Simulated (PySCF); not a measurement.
A side-by-side comparison of computed properties.

First species: C7H11N3.
Cartesian coordinates in Å at the GFN2-xTB level; atoms count from 1:
```
atom  x, y, z in Å
C1     3.162   -1.246   -0.373
C2     1.845   -1.144   -0.437
N3     1.177    0.056   -0.228
N4     1.835    1.197    0.012
N5     0.990    2.139    0.157
C6    -0.265    1.653    0.019
C7    -1.465    2.519    0.141
C8    -0.169    0.298   -0.235
C9    -1.218   -0.733   -0.451
C10   -1.491   -1.540    0.822
H11    3.766   -0.385   -0.147
H12    3.658   -2.183   -0.544
H13    1.199   -1.981   -0.659
H14   -1.149    3.558    0.161
H15   -2.005    2.298    1.061
H16   -2.141    2.362   -0.699
H17   -0.920   -1.407   -1.258
H18   -2.135   -0.227   -0.760
H19   -0.593   -2.055    1.157
H20   -2.266   -2.280    0.637
H21   -1.824   -0.882    1.621
```

Second species: C₆H₆F₃N₃.
SMILES: `CCc1ncnc(C(F)(F)F)n1`

Levels: PBE0/pcSseg-1 for dipole moment, HOMO energy, LUMO energy and HOMO–LUMO gap; GFN2-xTB for rotational constant A and rotational constant C. Geometries: GFN2-xTB. All species are isolated and taken at one optimised geometry, non-relativistic unless stated. Electronic properties by PySCF.

The conformers computed, where there is a choice (atom-mapped SMILES and torsion angles):
- `[CH2:1]=[CH:2][n:3]1[n:4][n:5][c:6]([CH3:7])[c:8]1[CH2:9][CH3:10]`: C1–C2–N3–N4 2°, C6–C8–C9–C10 -99°
- `[CH3:1][CH2:2][c:3]1[n:4][cH:5][n:6][c:7]([C:8]([F:9])([F:10])[F:11])[n:12]1`: C1–C2–C3–N4 179°, N6–C7–C8–F9 -26°

Values for the first species:

```
Dipole moment         : 4.56 D
HOMO energy           : -6.83 eV
LUMO energy           : -1.00 eV
HOMO–LUMO gap         : 5.83 eV
Rotational constant A : 1.811 GHz
Rotational constant C : 0.786 GHz
```

Estimate the same properties for the second species, and the change in each.

| property | first | second | second less first |
| --- | --- | --- | --- |
| dipole moment | 4.56 D | 3.04 D | -1.52 D |
| HOMO energy | -6.83 eV | -8.37 eV | -1.54 eV |
| LUMO energy | -1.00 eV | -2.20 eV | -1.20 eV |
| HOMO–LUMO gap | 5.83 eV | 6.17 eV | +0.34 eV |
| rotational constant A | 1.811 GHz | 1.561 GHz | -0.250 GHz |
| rotational constant C | 0.786 GHz | 0.522 GHz | -0.264 GHz |

On the first: The dipole equals about 15.2 × 10⁻³⁰ C·m (1 D = 3.33564 × 10⁻³⁰ C·m). A dipole of 4.56 D is allowed in C1, and pure rotational transitions are dipole-allowed.

On the second: The dipole matches unit charges of opposite sign 0.63 Å apart (1 e·Å = 4.8032 D).
